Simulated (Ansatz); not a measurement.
`O=C[SiH]1N[SiH2]1`, relaxed with RKS PBE0-D4/def2-TZVP in Ansatz from a PBE-D4/def2-SVP geometry. The force threshold is 0.005 eV/Å; the program also tests the step.

The species carries charge 0 and has multiplicity 1.

Start:

```xyz
10

O    -1.305    2.737   -0.769
C    -1.237    1.531   -0.607
Si    0.222    0.700    0.347
N    -0.062   -0.929    0.950
Si    1.074   -1.298   -0.335
H    -2.015    0.828   -1.053
H     0.910    1.704    1.233
H    -0.591   -1.398    1.687
H     2.443   -1.788    0.058
H     0.560   -2.088   -1.510
```

**Question.** How much energy does the relaxation release, and in how many steps? (An estimate is asked.)

**Answer.** Ansatz gave: 1.57 kcal/mol, in 7 steps, 2 of them rejected.

**Question.** Which bonds change most? (Best estimate.)

**Answer.** The calculation gave: Si3–Si5 from 2.277 to 2.240 Å; Si3–N4 from 1.760 to 1.729 Å; N4–Si5 from 1.755 to 1.727 Å; C2–H6 from 1.140 to 1.117 Å.

**Question.** Give the relaxed structure. (Estimate.)

**Answer.** Ansatz gave: 
```xyz
10

O    -1.307    2.708   -0.734
C    -1.226    1.513   -0.596
Si    0.232    0.684    0.326
N    -0.057   -0.913    0.924
Si    1.069   -1.287   -0.331
H    -2.001    0.846   -1.045
H     0.888    1.683    1.206
H    -0.573   -1.371    1.655
H     2.409   -1.782    0.077
H     0.565   -2.080   -1.482
```
